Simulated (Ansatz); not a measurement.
Abridged output of a molecular run in Ansatz:

```
Functional definition: HF
1947 factors; integrals over basis functions are off by at most 1.1e-3 eV
mean field evaluation 1: about -16017.1245 eV, gradient 5.0e1 eV
mean field evaluation 2: about -16017.4864 eV, gradient 5.0e1 eV
mean field evaluation 4: about -16022.1403 eV, gradient 4.5e0 eV
mean field evaluation 8: about -16022.2104 eV, gradient 2.8e-1 eV
mean field -16022.21075139 eV, -588.8053848691 hartree, gradient 2.0e-6 eV, S^2 0.000000; 0 other end points of the search recorded, 0 dependent functions left out
8 core orbitals not correlated: weight in the atoms' cores, before any rotation towards them, 1.000 or more for the frozen orbitals, at most 0.000 for the correlated occupied ones
reference -16022.21075139 eV, -588.8053848691 hartree; 25, 25 occupied and 271, 271 virtual orbitals, 1947 factors
second order -46.64297451 eV of doubles, -0.00000000 eV of singles
cycle   1  -46.14433073 eV  change    5.0e-1 eV  update   1.3e-1
cycle   2  -47.10037331 eV  change   -9.6e-1 eV  update   3.7e-2
cycle   3  -47.31278884 eV  change   -2.1e-1 eV  update   1.8e-2
cycle   4  -47.28572806 eV  change    2.7e-2 eV  update   3.7e-3
cycle   5  -47.28287274 eV  change    2.9e-3 eV  update   1.7e-3
cycle   6  -47.28496548 eV  change   -2.1e-3 eV  update   5.2e-4
cycle   7  -47.28471937 eV  change    2.5e-4 eV  update   1.8e-4
cycle   8  -47.28452444 eV  change    1.9e-4 eV  update   5.3e-5
cycle   9  -47.28453464 eV  change   -1.0e-5 eV  update   1.9e-5
perturbative correction -1.59189943 eV, -0.0585012250 hartree
Total energy: -16071.08718546 eV, -590.6015606916 hartree
```

Its atoms:

```xyz
12

F     0.815   -1.001   -2.015
C     1.428   -0.689   -0.827
C     0.550    0.262   -0.052
F     1.277    0.732    1.011
O    -0.561   -0.425    0.396
C    -1.654    0.327    0.727
F    -2.727   -0.456    0.595
F    -1.592    0.719    2.012
H     2.387   -0.208   -1.034
H     1.581   -1.603   -0.248
H     0.256    1.127   -0.660
H    -1.760    1.217    0.095
```

Task: Which basis set was used?
A. cc-pV(Q+d)Z
B. def2-SVPD
C. def2-TZVPP
D. def2-TZVPPD

Result: C. It gives 304 functions.

Task: Write the keys of the input that set method, charge and spin (a neutral closed shell needs none for the last two).

Result: 
```yaml
correlation: {method: ccsd_t}
```
